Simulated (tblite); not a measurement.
O, triplet; tblite with GFN1-xTB.

The tblite input:
```
$ tblite run mol.xyz --method gfn1 --charge 0 --spin 2 --guess eeq --json tblite.json --no-restart

# file mol.xyz
1

O      0.00000000     0.00000000     0.00000000
```

Task: What does tblite print? Leave out banner, timings and long lists.

Result: 
```
xTB calculator
 | screened Coulomb repulsion
 | Coulomb electrostatics
 |  * isotropic Klopman-Ohno-Mataga-Nishimoto electrostatics
 |  * onsite third-order electrostatics
 | DFT-D3(BJ) dispersion correction

halogen bonding energy    0.0000000000000E+00 Eh
repulsion energy          0.0000000000000E+00 Eh
dispersion energy         0.0000000000000E+00 Eh
number of electrons       6.0000000000000E+00 e
integral cutoff           1.4764011126850E+01 bohr

------------------------------------------------------------
  cycle        total energy    energy error   density error
------------------------------------------------------------
      1     -4.350838188268  -4.3508382E+00   8.6857074E-09
      2     -4.350838188268   0.0000000E+00   5.2114245E-09
------------------------------------------------------------

electronic energy        -4.3508381882683E+00 Eh
total energy             -4.3508381882683E+00 Eh

Post processing:
 | Mayer-Wiberg bond orders

[Info] JSON dump of results written to 'tblite.json'
```
